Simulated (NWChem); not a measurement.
System: GaBr$_{3}$; SMILES [Br][Ga]([Br])[Br]

This build's default masses of Se (78.918 u) and Br (79.917 u) are each other's, which moves their modes by up to 0.6 %.

### Question
Give the equilibrium geometry at PBE-D3(BJ)/def2-SVP (NWChem) as a Z-matrix, with the point group.

### Answer
point group D3h; any orientation.
```
Ga
Br 1 2.2843
Br 1 2.2843 2 120.00
Br 1 2.2843 2 120.00 3 180.00
```
